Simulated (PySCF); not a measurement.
Be(Me)2 cation (C₂H₆Be), SMILES [CH3][Be][CH3] (connectivity only; charge and spin as stated), charge +1, multiplicity 2. Atoms are numbered in the order given.

```xyz
9

Be     0.0000     0.0000     0.0000
C      0.0000     0.0000    -1.7714
H      0.9294     0.5194    -2.0162
H     -0.9145     0.5452    -2.0162
H     -0.0149    -1.0646    -2.0162
C      0.0000     0.0000     1.7714
H      0.9294    -0.5194     2.0162
H     -0.9145    -0.5452     2.0162
H     -0.0149     1.0646     2.0162
```
Charge +1, spin multiplicity 2.

Geometry optimised at PBE0-D3(BJ)/def2-TZVP. The multiplicity is an assumed one; other spin states were not compared. The isomer is the one that the SMILES or the coordinates give; other isomers of the formula were not compared.

Calculation: PBE0-D3(BJ)/def2-TZVP (PySCF).

No scaling factor is applied to the harmonic values.

Modes within 1.5 cm⁻¹ of each other (mostly degenerate sets) share a row, with their intensities summed.

```tsv
mode	ν (cm⁻¹)	IR (km/mol)	moving atoms (share of kinetic energy)
1	29	0.0	H 100 %
2–3	100	59.7	Be 68 %, H 19 %, C 13 %
4	382	2596.1	C 37 %, Be 37 %, H 26 %
5	438	0.0	C 77 %, H 23 %
6–7	480	210.9	H 84 %, Be 9 %
8–9	530	0.0	H 90 %, C 10 %
10	953	284.6	H 60 %, Be 40 %
11	1148	0.0	H 78 %, C 22 %
12–13	1363	27.4	H 92 %
14–15	1370	0.0	H 93 %
16	3028	193.8	H 99 %
17	3033	0.0	H 99 %
18–19	3173	106.7	H 90 %, C 10 %
20–21	3178	0.0	H 90 %, C 10 %
```
